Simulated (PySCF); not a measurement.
## C6H10N: g tensor and hyperfine couplings

Compound: C₆H₁₀N (doublet state).
Numbering: `[CH3:1]/[CH:2]=[N:3]/[CH:4]1[CH2:5][CH:6][CH2:7]1` (hydrogens: H8, H9, H10 on C1; H11 on C2; H12 on C4; H13, H14 on C5; H15 on C6; H16, H17 on C7)

Structure used (GFN2-xTB), in Å, numbered top down from 1:
```xyz
17
C6H10N angstrom
C      2.9941   -0.1881   -0.2782
C      1.5701   -0.5919   -0.4111
N      0.6419    0.1207    0.0396
C     -0.7158   -0.2742   -0.0980
C     -1.5279   -0.1903    1.2198
C     -2.4345    0.7683    0.5487
C     -1.6289    0.8295   -0.6918
H      3.5463   -0.9524    0.2670
H      3.0658    0.7591    0.2475
H      3.4443   -0.0933   -1.2654
H      1.3875   -1.5490   -0.9289
H     -0.8304   -1.2443   -0.6098
H     -1.9665   -1.1316    1.5652
H     -0.9403    0.2277    2.0437
H     -3.3853    1.1787    0.8181
H     -1.0921    1.7708   -0.8492
H     -2.1354    0.5719   -1.6271
```

The hyperfine couplings belong to this conformer and change with its torsions.

Computed with UKS B3LYP, pcH-1 on C H N, non-relativistic, mean-field spin-orbit, GIAO in PySCF 2.14.0. Isolated species at its GFN2-xTB geometry (one conformer only). The geometry wasn't refined by DFT: couplings that depend on bond lengths, twists or pyramidal angles can differ widely from those at the functional's own minimum. No stability test was run, so a lower SCF solution isn't excluded.

```json
{"g1, g2, g3": "2.00216, 2.00289, 2.00299", "g_iso": "2.00268", "Form of g": "close to axial: the two nearest values differ by 12 % of g3 − g1", "⟨S²⟩": "0.7543 (exact 0.7500)"}
```

Hyperfine couplings atom by atom, in mT; T1 to T3 are the principal values of the dipolar part (MHz turned into mT with g_iso):

```json
{"atom": "C1", "isotope": "13C", "a_iso": "0.00", "T1": "0.00", "T2": "0.00", "T3": "0.01", "Mulliken spin population": "0.00"}
{"atom": "C2", "isotope": "13C", "a_iso": "0.00", "T1": "-0.01", "T2": "-0.01", "T3": "0.02", "Mulliken spin population": "0.00"}
{"atom": "N3", "isotope": "14N", "a_iso": "-0.03", "T1": "-0.01", "T2": "0.00", "T3": "0.01", "Mulliken spin population": "0.00"}
{"atom": "C4", "isotope": "13C", "a_iso": "0.31", "T1": "-0.06", "T2": "-0.05", "T3": "0.11", "Mulliken spin population": "0.01"}
{"atom": "C5", "isotope": "13C", "a_iso": "-1.29", "T1": "-0.10", "T2": "0.02", "T3": "0.08", "Mulliken spin population": "-0.09"}
{"atom": "C6", "isotope": "13C", "a_iso": "3.39", "T1": "-2.90", "T2": "-2.85", "T3": "5.75", "Mulliken spin population": "1.02"}
{"atom": "C7", "isotope": "13C", "a_iso": "-1.29", "T1": "-0.10", "T2": "0.02", "T3": "0.08", "Mulliken spin population": "-0.09"}
{"atom": "H8", "isotope": "1H", "a_iso": "0.00", "T1": "-0.01", "T2": "-0.01", "T3": "0.02", "Mulliken spin population": "0.00"}
{"atom": "H9", "isotope": "1H", "a_iso": "0.00", "T1": "-0.02", "T2": "-0.02", "T3": "0.03", "Mulliken spin population": "0.00"}
{"atom": "H10", "isotope": "1H", "a_iso": "0.00", "T1": "-0.01", "T2": "-0.01", "T3": "0.02", "Mulliken spin population": "0.00"}
{"atom": "H11", "isotope": "1H", "a_iso": "0.01", "T1": "-0.03", "T2": "-0.02", "T3": "0.05", "Mulliken spin population": "0.00"}
{"atom": "H12", "isotope": "1H", "a_iso": "-0.15", "T1": "-0.10", "T2": "-0.09", "T3": "0.19", "Mulliken spin population": "0.00"}
{"atom": "H13", "isotope": "1H", "a_iso": "3.70", "T1": "-0.16", "T2": "-0.13", "T3": "0.29", "Mulliken spin population": "0.04"}
{"atom": "H14", "isotope": "1H", "a_iso": "4.75", "T1": "-0.18", "T2": "-0.13", "T3": "0.31", "Mulliken spin population": "0.06"}
{"atom": "H15", "isotope": "1H", "a_iso": "-2.27", "T1": "-1.38", "T2": "0.00", "T3": "1.38", "Mulliken spin population": "-0.04"}
{"atom": "H16", "isotope": "1H", "a_iso": "4.75", "T1": "-0.18", "T2": "-0.13", "T3": "0.31", "Mulliken spin population": "0.06"}
{"atom": "H17", "isotope": "1H", "a_iso": "3.70", "T1": "-0.16", "T2": "-0.13", "T3": "0.29", "Mulliken spin population": "0.04"}
```

The Mulliken spin populations are largest on C6 (+1.02), C7 (-0.09) and C5 (-0.09). C6 is the only atom above +0.15. The positive populations add up to 1.23 and the negative ones to -0.23, together 2S = 1. The angles at C6 add up to 359.7°, so it is planar; its axial dipolar tensor and the negative coupling of its proton fit spin in a p orbital normal to that plane.

Axes: g3 points within 3° of the C6–H15 bond.

Under fast tumbling the dipolar parts average out, and these isotropic splittings remain: 2 × 1H (H14/H16, I = 1/2, 3 lines) with 4.75 mT, 2 × 1H (H13/H17, I = 1/2, 3 lines) with 3.70 mT, 1 × 1H (H15, I = 1/2, 2 lines) with 2.27 mT and 1 × 1H (H12, I = 1/2, 2 lines) with 0.15 mT.

Class means assume fast exchange of nuclei equivalent by connectivity; if that motion is slow, each nucleus keeps its own coupling.

The 13C coupling of C6 (95.1 MHz) shows only in satellite lines or after enrichment, since that isotope makes up about 1.07 % of natural carbon.

β density exceeds α density at some nuclei, such as C5/C7 (-0.0322), H15 (-0.0142) and N3 (-0.0023), spin density in bohr⁻³. In a single determinant that takes different orbitals for the two spins, that is spin polarisation.
